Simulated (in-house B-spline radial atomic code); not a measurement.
A run on neutral potassium (an excited or competing configuration) that did not converge. Method: scalar-relativistic (X2C) wB97X, spin-polarised, spherical fractional occupations, Fermi nucleus of rms radius 3.4349 fm; computed with an all-electron radial atomic-structure program (B-spline basis).

Command:
```bash
python run_scf.py task.json out
```
Settings (nuclear radius in fm, mass in u):
```
Z                19
configuration    [Ne] 3s2 3p5 4s1 5p1
hamiltonian      x2c
method           wb97x
spin_polarised   True
nucleus          fermi
rms_radius       3.4349
atomic_mass      38.96371
speed_of_light   137.035999084
```

First and last ten iterations of the last attempt (damped for 15 steps, keeping 80 % of the old Fock matrix, then DIIS):
```
 iter        energy (Eh)    residual
    1        -598.867021    2.73e-01
    2        -600.860079    1.10e-01
    3        -601.047051    7.77e-02
    4        -601.143862    5.48e-02
    5        -601.194658    3.98e-02
    6        -601.221395    2.92e-02
    7        -601.235687    2.15e-02
    8        -601.243388    1.59e-02
    9        -601.247581    1.21e-02
   10        -601.249931    9.20e-03
  111        -601.253615    6.73e-05
  112        -601.253615    1.19e-04
  113        -601.253615    1.30e-04
  114        -601.253616    1.38e-04
  115        -601.253615    1.77e-04
  116        -601.253615    2.26e-04
  117        -601.253614    2.91e-04
  118        -601.253614    2.58e-04
  119        -601.253615    1.16e-04
  120        -601.253615    2.03e-04
 not converged after 120 iterations
```

The smallest residual met was 2.9e-05; the threshold is about 2e-07. Over the last five steps the energy moves by less than 2e-06 hartree, but the orbitals didn't meet the threshold. Run time, properties included: 7.5 s on 1 thread of Arm Neoverse V2, on a shared host.
